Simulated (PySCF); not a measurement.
Species: C₂H₃BBrFO₂.
Geometry (PBE0-D3(BJ)/def2-SVP, Å), atoms numbered from 1 in this order:
```xyz
10
C2H3BBrFO2 angstrom
F     -1.121   -1.273    1.058
C     -0.725   -0.677   -0.099
C     -0.590    0.837    0.104
O      0.803    1.067    0.228
B      1.424   -0.089   -0.107
Br     3.310   -0.284   -0.178
O      0.562   -1.109   -0.414
H     -1.427   -0.984   -0.890
H     -1.115    1.146    1.019
H     -0.984    1.409   -0.751
```

The calculation used PBE0-D3(BJ)/def2-SVP geometry optimisation, gas phase (PySCF).

Take the most abundant isotopes and a rigid rotor. The values belong to one conformer with, in the numbering `[F:1][C@H:2]1[CH2:3][O:4][B:5]([Br:6])[O:7]1`, F1–C2–C3–O4 102°, C2–C3–O4–B5 10°, C3–O4–B5–Br6 177°, O4–B5–O7–C2 -8°.

(1) What are A, B and C (MHz)?

(2) What kind of rotor is it?

(3) What does the inertial defect say?

(4) Give the other two planar moments, Paa and Pbb, and the rms extents of the mass along the axes.

(5) Which types of transition are allowed, and where do some lines up to J = 3 fall?

(6) Estimate the classical rotational partition function at 50 K, 100 K and 298.15 K.

Results:

(1) Ia = 100.36, Ib = 575.44, Ic = 636.12 u·Å²; 505379 MHz·u·Å²/I gives A = 5036, B = 878.3, C = 794.5 MHz.

(2) A near-prolate asymmetric top. Ray's parameter κ = (2B − A − C)/(A − C) = -0.960; −1 is the prolate and +1 the oblate limit.

(3) Not planar: Δ = Ic − Ia − Ib = -39.68 u·Å². For a rigid frame Δ = −2 Σ m c², so Σ m c² = 19.84 u·Å² lies off the ab plane: 3.30 from hydrogen and 16.54 from heavier atoms. The atom farthest from that plane is 1.33 Å away.

(4) Paa = Σ m a² = (Ib + Ic − Ia)/2 = 555.60 and Pbb = Σ m b² = (Ia + Ic − Ib)/2 = 80.52 u·Å². With the mass M = 167.94 u, the rms extents √(P/M) along a, b and c are 1.82, 0.69, 0.34 Å.

(5) The dipole components are |μa| = 2.25 D, |μb| = 1.39 D, |μc| = 1.28 D. The squared components, which scale the intensities, stand as 1.00 : 0.38 : 0.32 (a : b : c). Some lines, for components of 0.1 D or more:

```csv
type,branch,"J(Ka,Kc)",MHz,lower level (cm⁻¹)
a,R,"1(0,1) ← 0(0,0)",1673,0.000
a,R,"2(1,1) ← 1(1,0)",3429,0.197
c,Q,"3(1,3) ← 3(0,3)",3953,0.335
c,Q,"2(1,2) ← 2(0,2)",4075,0.167
c,Q,"1(1,1) ← 1(0,1)",4157,0.056
b,Q,"3(1,2) ← 3(0,3)",4456,0.335
a,R,"3(1,3) ← 2(1,2)",4892,0.303
a,R,"3(2,2) ← 2(2,1)",5018,0.728
a,R,"3(1,2) ← 2(1,1)",5143,0.312
b,R,"2(1,2) ← 1(0,1)",7419,0.056
b,R,"3(1,3) ← 2(0,2)",8967,0.167
c,R,"3(1,2) ← 2(0,2)",9469,0.167
c,Q,"2(2,1) ← 2(1,1)",12472,0.312
b,Q,"2(2,0) ← 2(1,1)",12473,0.312
b,Q,"3(2,2) ← 3(1,3)",12850,0.466
b,R,"2(2,1) ← 1(1,0)",15901,0.197
c,R,"2(2,1) ← 1(1,1)",15985,0.194
c,R,"3(2,2) ← 2(1,2)",17742,0.303
b,R,"3(2,1) ← 2(1,2)",17748,0.303
c,Q,"3(3,1) ← 3(2,1)",20991,0.895
b,R,"3(3,0) ← 2(2,1)",26015,0.728
```

(6) Point group C1, symmetry number σ = 1; q = (√π/σ)·√((kT/h)³/(ABC)), k/h = 20836.6 MHz/K: 31800 at 50 K, 89900 at 100 K, 463000 at 298.15 K.

Not checked by PBE0-D3(BJ)/def2-SVP frequencies. No vibrational averaging or centrifugal distortion is included, and the geometry carries the error of its method. Quadrupole hyperfine structure (11B, 79Br) is left out.

On one thread of an Arm Neoverse V1, shared host, this took 60 s wall and 0.51 GiB of memory at its peak. That covers the optimisation of the geometry.
